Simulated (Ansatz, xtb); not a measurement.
Stretching the Ge1–H2 bond in GeH2O (SMILES [OH][GeH]) (multiplicity 1 held, fragments rigid). Energies count from the point at 1.623 Å.
Geometry at that point (charge 0, multiplicity 1):
```xyz
4

Ge    -0.23528    -0.20096     0.24734
H     -1.41086    -0.03172    -0.85874
O      1.02523     0.68083    -0.68890
H      0.73803     1.01575    -1.54508
```

R- and RO- levels are restricted; in cc, def2 and unpolarised 6-31G sets they are followed outwards from rest. U- levels take the lowest unrestricted solution at each point, which mixes spins at long bonds. Active spaces are followed from a long bond inwards. Curves can end on different states.

Frozen-core correlation. Filled d and f shells under p-block atoms count as core.

Run with Ansatz (Gaussian orbitals); xtb for the GFN methods.  The GFN methods have no spin term and hold the electronic entropy of 300 K.

Energies in eV.

```
R (Å)  GFN2-xTB  U-PBE/cc-pVTZ  R-CCSD/cc-pVTZ  CASSCF(2,2)/cc-pVTZ  FIC-MRCISD+Q on CASSCF(2,2)/cc-pVTZ
-----  --------  -------------  --------------  -------------------  -----------------------------------
1.298      1.05           1.07            1.04                 1.11                                 1.04
1.461      0.22           0.22            0.19                 0.23                                 0.19
1.623      0.00           0.00            0.00                 0.00                                 0.00
1.785      0.01           0.10            0.14                 0.10                                 0.14
1.948      0.14           0.35            0.44                 0.36                                 0.43
2.191      0.49           0.84            1.00                 0.84                                 0.96
2.434      0.95           1.35            1.56                 1.32                                 1.50
2.840      1.77           2.10            2.34                 1.98                                 2.22
3.246      2.50           2.59            2.89                 2.39                                 2.69
3.733      3.14           2.86            3.25                 2.62                                 2.95
4.382      3.56           2.98            3.45                 2.72                                 3.06
5.194      3.71           3.00            3.51                 2.74                                 3.09
```

Doubts at one or more of the structures used: a spin-contaminated determinant (U-PBE/cc-pVTZ); a restricted determinant that unrestricted orbitals would lower (R-CCSD/cc-pVTZ); T1 above 0.05 (R-CCSD/cc-pVTZ); other coupled-cluster roots lie near (R-CCSD/cc-pVTZ).

Ansatz is a first-principles code.
